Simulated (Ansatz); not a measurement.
```yaml
crystal:
  periodic: [false, false, false]
  atoms:
    - {symbol: C, position_ang: [-3.276221, -0.039956, -0.305765]}
    - {symbol: C, position_ang: [-2.335504, -0.339196, 0.846751]}
    - {symbol: C, position_ang: [-3.045377, -0.220531, 2.198145]}
    - {symbol: C, position_ang: [-1.149138, 0.598547, 0.851432]}
    - {symbol: O, position_ang: [-1.188759, 1.709915, 0.386769]}
    - {symbol: C, position_ang: [0.124216, 0.061851, 1.491806]}
    - {symbol: C, position_ang: [0.829362, -0.884291, 0.532172]}
    - {symbol: O, position_ang: [0.595229, -2.071071, 0.578270]}
    - {symbol: C, position_ang: [1.778465, -0.317905, -0.458506]}
    - {symbol: C, position_ang: [2.569872, -1.204979, -1.188215]}
    - {symbol: C, position_ang: [3.462918, -0.729340, -2.128744]}
    - {symbol: C, position_ang: [3.562677, 0.637373, -2.360658]}
    - {symbol: C, position_ang: [2.768829, 1.524016, -1.649305]}
    - {symbol: C, position_ang: [1.883296, 1.051565, -0.693806]}
    - {symbol: H, position_ang: [-2.772835, -0.150669, -1.268099]}
    - {symbol: H, position_ang: [-4.128278, -0.722784, -0.284761]}
    - {symbol: H, position_ang: [-3.649324, 0.983561, -0.242423]}
    - {symbol: H, position_ang: [-1.940512, -1.357791, 0.759383]}
    - {symbol: H, position_ang: [-2.380619, -0.441854, 3.036141]}
    - {symbol: H, position_ang: [-3.879531, -0.923557, 2.241462]}
    - {symbol: H, position_ang: [-3.442748, 0.788399, 2.333308]}
    - {symbol: H, position_ang: [0.756162, 0.902887, 1.771172]}
    - {symbol: H, position_ang: [-0.128091, -0.531818, 2.370906]}
    - {symbol: H, position_ang: [2.465372, -2.265961, -0.996235]}
    - {symbol: H, position_ang: [4.083027, -1.421368, -2.686594]}
    - {symbol: H, position_ang: [4.260830, 1.010940, -3.101271]}
    - {symbol: H, position_ang: [2.838275, 2.588710, -1.838588]}
    - {symbol: H, position_ang: [1.251608, 1.749909, -0.158549]}
basis:
  gaussian: {orbitals: "6-31G*"}
hamiltonian: {xc: {name: PBE0}}
output: {forces: true}
```

```sh
$ ansatz run in.yaml --threads 11 --pin off --events-out ev --progress --plain --max-ram 174080MiB --backend cpu
```

Shortened log:

```
Functional definition: PBE0
2434 factors; integrals over basis functions are off by at most 1.1e-3 eV
mean field evaluation 1: about -16733.2160 eV, gradient 7.9e1 eV
mean field evaluation 2: about -16726.0845 eV, gradient 1.0e2 eV
mean field evaluation 4: about -16746.2670 eV, gradient 4.7e0 eV
mean field evaluation 8: about -16747.1154 eV, gradient 7.2e-1 eV
mean field evaluation 16: about -16747.1165 eV, gradient 7.5e-4 eV
mean field -16747.11649423 eV, -615.4451795596 hartree, gradient 4.7e-5 eV, S^2 0.000000; 0 other end points of the search recorded, 0 dependent functions left out
reference -16747.11652035 eV, -615.4451805194 hartree; 51, 51 occupied and 187, 187 virtual orbitals, 2434 factors
Total energy: -16747.11652035 eV, -615.4451805194 hartree
Atom 0 at    -3.276221    -0.039956    -0.305765 Å, force    -0.034430     0.005428    -0.023254 eV/Å
Atom 1 at    -2.335504    -0.339196     0.846751 Å, force     0.016476    -0.061865     0.015692 eV/Å
Atom 2 at    -3.045377    -0.220531     2.198145 Å, force    -0.028356    -0.009002     0.004699 eV/Å
Atom 3 at    -1.149138     0.598547     0.851432 Å, force     0.020930    -0.419155     0.206803 eV/Å
Atom 4 at    -1.188759     1.709915     0.386769 Å, force    -0.030450     0.638268    -0.284341 eV/Å
Atom 5 at     0.124216     0.061851     1.491806 Å, force    -0.010081    -0.002561     0.021594 eV/Å
Atom 6 at     0.829362    -0.884291     0.532172 Å, force     0.144551     0.455957    -0.023724 eV/Å
Atom 7 at     0.595229    -2.071071     0.578270 Å, force    -0.123935    -0.658712     0.026179 eV/Å
Atom 8 at     1.778465    -0.317905    -0.458506 Å, force    -0.090569    -0.035878     0.102437 eV/Å
Atom 9 at     2.569872    -1.204979    -1.188215 Å, force    -0.024232    -0.191645     0.032267 eV/Å
Atom 10 at     3.462918    -0.729340    -2.128744 Å, force     0.119862    -0.111682    -0.105093 eV/Å
Atom 11 at     3.562677     0.637373    -2.360658 Å, force     0.128993     0.053778    -0.134464 eV/Å
Atom 12 at     2.768829     1.524016    -1.649305 Å, force     0.016343     0.184679    -0.031690 eV/Å
Atom 13 at     1.883296     1.051565    -0.693806 Å, force    -0.076403     0.148911     0.087268 eV/Å
Atom 14 at    -2.772835    -0.150669    -1.268099 Å, force     0.039542    -0.011057    -0.095818 eV/Å
Atom 15 at    -4.128278    -0.722784    -0.284761 Å, force    -0.086339    -0.059730    -0.012227 eV/Å
Atom 16 at    -3.649324     0.983561    -0.242423 Å, force    -0.028241     0.098922     0.004028 eV/Å
Atom 17 at    -1.940512    -1.357791     0.759383 Å, force     0.020002    -0.097556    -0.006930 eV/Å
Atom 18 at    -2.380619    -0.441854     3.036141 Å, force     0.055903    -0.021882     0.095688 eV/Å
Atom 19 at    -3.879531    -0.923557     2.241462 Å, force    -0.088969    -0.066082     0.017333 eV/Å
Atom 20 at    -3.442748     0.788399     2.333308 Å, force    -0.039152     0.092708     0.021179 eV/Å
Atom 21 at     0.756162     0.902887     1.771172 Å, force     0.058705     0.075986     0.070662 eV/Å
Atom 22 at    -0.128091    -0.531818     2.370906 Å, force     0.000701    -0.051505     0.102630 eV/Å
Atom 23 at     2.465372    -2.265961    -0.996235 Å, force    -0.015921    -0.094821     0.019058 eV/Å
Atom 24 at     4.083027    -1.421368    -2.686594 Å, force     0.058041    -0.067564    -0.054055 eV/Å
Atom 25 at     4.260830     1.010940    -3.101271 Å, force     0.066385     0.033688    -0.069771 eV/Å
Atom 26 at     2.838275     2.588710    -1.838588 Å, force     0.006557     0.102094    -0.016550 eV/Å
Atom 27 at     1.251608     1.749909    -0.158549 Å, force    -0.075914     0.070278     0.030401 eV/Å
Dipole moment:     0.163728     0.074923     0.033087 e Å
```

Run time 3.7 s (11 threads of an AMD EPYC 7R13 on a shared host); peak host memory 1.8 GiB.
